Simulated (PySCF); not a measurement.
# Name the molecule from its bond curve

A diatomic of charge 0 contains Cu. Its singlet curve at RHF-CCSD(T) in a triple-zeta basis (spin-free X2C with a Gaussian nucleus, PySCF), in eV from the separated fragments:

R (Å), E (eV) and a bar:
```
    1.574     -3.552 #######################
    1.644     -3.848 #######
    1.696     -3.953 ##
    1.749     -3.986 
    1.802     -3.964 #
    1.871     -3.874 ######
    1.959     -3.694 ################
    2.064     -3.421 ##############################
```

The fit gives ωe = 600 cm⁻¹ and the rotational constant Bₑ = 0.3765 cm⁻¹.

**Question.** Which atom is the partner?

**Answer.** The minimum lies at 1.752 Å, so the reduced mass is 16.8576 u Å² cm⁻¹/(Bₑ·Re²) = 14.59 u. With Cu at 62.93 u the partner weighs about 19.0 u: F. The molecule is CuF.

Correlated steps freeze 6 core orbitals. The CCSD T1 diagnostic is raised, a sign that a single reference may not be enough here.
